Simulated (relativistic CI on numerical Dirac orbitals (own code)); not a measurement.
**What each ingredient does to the levels of Ca+**

Base calculation: Dirac-Coulomb-Breit CI, separate exchange-only KLI orbitals for each configuration, model QED (radiative potential, 1s self-energy scaled to tabulated hydrogen-like ionisation energies), valence Slater integrals scaled by 0.85, P86 correlation energy added to each configuration.

Configuration list (outside the closed core [Ar]): 4s, 3d, 4p, 5s, 4d, 5p, 4f, 6s, 5d, 6p, 5f, 5g, 7s, 6d, 7p, 8s, 8p. Levels of other configurations are missing.

Variants: (1) valence Slater integrals scaled by 0.75; (2) non-relativistic limit. Shifts of the energy above 4s 2S_1/2, in cm⁻¹, for the lowest level and the first level of each name with at least 55 % of one term (blank where a level changes its place among those of its configuration and J or its character, or is not in the variant):

```csv
Level,Base,Δ(1),Δ(2),Measured
4s 2S_1/2,0.0,0.0,0.0,0.0
3d 2D_3/2,13714.3,0.0,-916.2,13650.2
3d 2D_5/2,13737.1,0.0,-939.0,13710.9
4p 2P°_1/2,24016.1,0.0,-192.6,25191.5
4p 2P°_3/2,24207.5,0.0,-383.9,25414.4
5s 2S_1/2,50597.1,0.0,-230.2,52166.9
4d 2D_3/2,55223.7,0.0,-415.1,56839.3
4d 2D_5/2,55236.4,0.0,-427.7,56858.5
5p 2P°_1/2,59057.4,0.0,-288.4,60533.0
5p 2P°_3/2,59124.0,0.0,-355.1,60611.3
4f 2F°_7/2,68002.8,0.0,-340.3,68056.9
4f 2F°_5/2,68003.0,0.0,-340.5,68056.9
6s 2S_1/2,69042.8,0.0,-291.0,70677.6
5d 2D_3/2,71164.2,0.0,-385.4,
```

For a near-neutral ion this model can misplace configurations by up to about 10,000 cm⁻¹ (more where the count of f electrons changes) and terms by 10 to 25 % of their spread. Rates follow the energies as ν³ (E1, M1) or ν⁵ (E2), so they and the lifetimes can be off by large factors. The fine structure of a lone outer electron comes out too small, for d and f at times inverted, and misplaced configurations move strength between like terms. 12 of the 12 excited levels that our extract of the measured tables holds in this range could be paired (the sources list more); they are missed by 999 cm⁻¹ on average and 1635 at most, and levels without a partner can miss by more.

Measured levels: NIST Handbook of Basic Atomic Spectroscopic Data (Sansonetti and Martin, J. Phys. Chem. Ref. Data 34, 1559 (2005)).

Ionisation energy from the two ground configurations alone: base 11.83 eV. The NIST ASD value (measured) is 11.8717 eV.
